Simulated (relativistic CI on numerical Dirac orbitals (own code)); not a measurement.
## V⁴⁺: M2,3 absorption edge

Computed with this model: Dirac-Coulomb-Breit CI, KLI orbitals optimised for each configuration, a model potential for QED, multiplet model of core-to-valence dipole absorption, unscaled Slater integrals; configurations [Ar] 3d → [Ne] 3s2 3p5 3d2; 300 K; Lorentzian 0.8 eV and Gaussian 0.3 eV FWHM. Energies are those of the free ion, without screening or charge transfer. The branching ratio is the share of the lower-energy edge in the whole absorption, uncertain by about 0.02 where the edges overlap. S is read from ⟨S²⟩ = S(S + 1).

Field parameters in Wybourne normalisation: D3d B²₀ = −7Dσ, B⁴₀ = −14Dq − 21Dτ, B⁴₃ = −14√(10/7) Dq; D4h B²₀ = −7Ds, B⁴₀ = 21(Dq − Dt), B⁴₄ = 21√(5/14) Dq; Oh B⁴₀ = 21Dq, B⁴₄ = √(5/14) B⁴₀; Td as Oh with Dq negative (B⁴₀ = 21Dq, B⁴₄ = √(5/14) B⁴₀). The field is a parameter set, without covalency.

Peaks in eV (height, largest 100): 53.1 (95), 58.2 (56), 59.2 (100).

(1) Which surroundings give this spectrum?
A. D4h, 10Dq = 15600, Ds = 2210, Dt = 430 cm⁻¹
B. Td, 10Dq = -13900 cm⁻¹
C. Oh, 10Dq = 18400 cm⁻¹
D. Td, 10Dq = -9050 cm⁻¹

Answers

(1) D. Td, 10Dq = -9050 cm⁻¹, where the ground state has S = 0.50.
